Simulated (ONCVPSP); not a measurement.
Building the ONCV potential for Ta (PBEsol, scalar-relativistic).

| Item | Value |
| --- | --- |
| Element | Ta (Z = 73) |
| Generator | ONCVPSP 4.0.1 |
| Type | optimised norm-conserving Vanderbilt (ONCV) |
| Functional | PBEsol |
| Relativity | scalar-relativistic |
| Frozen core | [Kr] 4d10 4f14 |
| Valence charge | 13 |
| Reference configuration | 5s2 5p6 5d3 6s2 |
| Partial waves | 5s+6s: rc 1.60 bohr, ncon 5, nbas 8, qcut 6 1/bohr, 3 projectors, debl 2.9 Ha; 5p: rc 1.75 bohr, ncon 4, nbas 7, qcut 9.4 1/bohr, 1 projector; 5d: rc 2.50 bohr, ncon 5, nbas 10, qcut 6.2 1/bohr, 2 projectors, debl 1.2 Ha |
| Local potential | polynomial inside 1.10 bohr (lpopt 5, dvloc0 4 Ha) |
| Core correction | Teter function fitted to the true core (icmod 2), fcfact 0.4 |

All-electron outer shells of the reference configuration (PBEsol, scalar-relativistic, ld1.x):

```
shell  level (eV)  outermost node (bohr)  outermost maximum (bohr)
   5s      -73.03                   0.54                      0.98
   5p      -39.42                   0.58                      1.13
   4f      -24.73                      –                      0.44
   6s       -5.47                   1.32                      2.78
   5d       -3.62                   0.65                      1.58
```

Calculated quality:

| Item | Value |
| --- | --- |
| Cutoffs needed | 48 Ha and 64 Ha (the cutoffs (Ha) at which the residual kinetic energy of the hardest occupied pseudo-wave falls to 1 and 0.1 mHa per electron) |
| Ghost test | no bound ghost flagged; GHOST(+) flagged for s at 388.8 eV, s at 411.4 eV |
| Largest excitation error | -318 meV (all-electron minus pseudo) for 5s1 5p6 5d3 6s2, out of 4 test configurations |
| rms error of d²Exc/dni dnj | 6.68 mHa without and 0.48 mHa with the model core |

Generation and tests took about 4.2 s on one core of a shared server CPU.
